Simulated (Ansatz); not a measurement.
These are frozen-core CCSD(T)/cc-pVTZ // r2SCAN-D4/def2-TZVP run with Ansatz (a quantum-chemistry and plane-wave program) values and carry that method's errors. The geometry is that of the parent before the electron was removed.

Ansatz 0.2 input:
```yaml
crystal:
  periodic: [false, false, false]
  atoms:
    - { symbol: B, position_ang: [1.62012, 0.413941, -0.191745] }
    - { symbol: B, position_ang: [0.390861, -0.504292, 0.294163] }
    - { symbol: B, position_ang: [-1.175348, -0.398273, -0.287167] }
    - { symbol: O, position_ang: [-2.18765, 0.397444, 0.153029] }
    - { symbol: H, position_ang: [1.884438, 1.422878, 0.407411] }
    - { symbol: H, position_ang: [2.296695, 0.188179, -1.154668] }
    - { symbol: H, position_ang: [0.576492, -1.375211, 1.10644] }
    - { symbol: H, position_ang: [-1.460876, -1.117698, -1.213825] }
    - { symbol: H, position_ang: [-1.944731, 0.973031, 0.886364] }
basis:
  gaussian: { orbitals: cc-pVTZ }
correlation:
  method: ccsd_t
total_charge: 1
magnetization:
  spin_polarized: true
  initial_magnetization: 1
```

Output:

```
Functional definition: HF
1096 factors; integrals over basis functions are off by at most 5.6e-4 eV
mean field evaluation 1: about -4116.9188 eV, gradient 3.7e1 eV
mean field evaluation 2: about -4116.9186 eV, gradient 3.7e1 eV
mean field evaluation 4: about -4122.5931 eV, gradient 3.7e0 eV
mean field evaluation 8: about -4122.8065 eV, gradient 3.1e-1 eV
mean field evaluation 16: about -4116.9185 eV, gradient 3.7e1 eV
mean field evaluation 32: about -4120.9716 eV, gradient 2.2e0 eV
mean field evaluation 64: about -4120.4465 eV, gradient 4.1e-1 eV
mean field evaluation 96: about -4120.4641 eV, gradient 5.0e-1 eV
mean field -4122.82026316 eV, -151.5108501232 hartree, gradient 3.5e-6 eV, S^2 0.780256; 4 other end points of the search recorded, 0 dependent functions left out
4 core orbitals not correlated
reference -4122.82026316 eV, -151.5108501232 hartree; 10, 9 occupied and 176, 177 virtual orbitals, 1096 factors
second order -13.91667998 eV of doubles, -0.00000000 eV of singles
cycle   1  -14.45939928 eV  change   -5.4e-1 eV  update   1.1e-1
cycle   2  -14.90707042 eV  change   -4.5e-1 eV  update   4.0e-2
cycle   3  -15.07662657 eV  change   -1.7e-1 eV  update   2.9e-2
cycle   4  -15.07136132 eV  change    5.3e-3 eV  update   1.1e-2
cycle   5  -15.06642090 eV  change    4.9e-3 eV  update   5.8e-3
cycle   6  -15.06888133 eV  change   -2.5e-3 eV  update   2.9e-3
cycle   7  -15.06886797 eV  change    1.3e-5 eV  update   1.9e-3
cycle   8  -15.06928850 eV  change   -4.2e-4 eV  update   1.4e-3
cycle   9  -15.06994196 eV  change   -6.5e-4 eV  update   9.8e-4
cycle  10  -15.06940422 eV  change    5.4e-4 eV  update   6.8e-4
cycle  11  -15.06953253 eV  change   -1.3e-4 eV  update   4.4e-4
cycle  12  -15.06980783 eV  change   -2.8e-4 eV  update   2.0e-4
cycle  13  -15.06978031 eV  change    2.8e-5 eV  update   1.1e-4
cycle  14  -15.06987019 eV  change   -9.0e-5 eV  update   5.3e-5
cycle  15  -15.06985157 eV  change    1.9e-5 eV  update   2.7e-5
cycle  16  -15.06983548 eV  change    1.6e-5 eV  update   1.4e-5
perturbative correction -0.60028963 eV, -0.0220602371 hartree
Total energy: -4138.49038828 eV, -152.0867165996 hartree
```

Cost: around 6 core-minutes (rough).
